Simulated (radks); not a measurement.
Species: the argon ion Ar3+. Configuration: [Ne] 3s2 3p3.

Calculated with a radial shooting solver on a logarithmic mesh with Libxc functionals: non-relativistic Kohn-Sham, HCTH/407, spin-unpolarised, spherical densities, point nucleus.

Energy parts (eV):
total: -14269.357
kinetic: 14249.748
electron-nucleus: -33272.800
Hartree: 5558.379
exchange-correlation: -804.683

Orbitals (lengths in bohr, moments of r in powers of bohr):
orbital  occ.  eigenvalue (eV)      <r^4>
1s          2        -3154.919  0.0002569
2s          2        -344.6027    0.07416
2p          6        -280.1750    0.06411
3s          2         -65.7644      5.733
3p          3         -50.3733      8.345
3d          0         -28.1295      20.95
4s          0         -21.7468      160.3

The highest occupied level is 3p at -50.373 eV. Virial ratio -V/T = 2.00138. The electron density at the nucleus is 3838 e/bohr^3. Summed over all electrons, <r^2> = 12.06 bohr^2, which gives a Langevin (diamagnetic) susceptibility term of -9.55 x 10^-6 cm^3/mol. The density falls to 0.001 e/bohr^3 at r = 2.98 bohr.
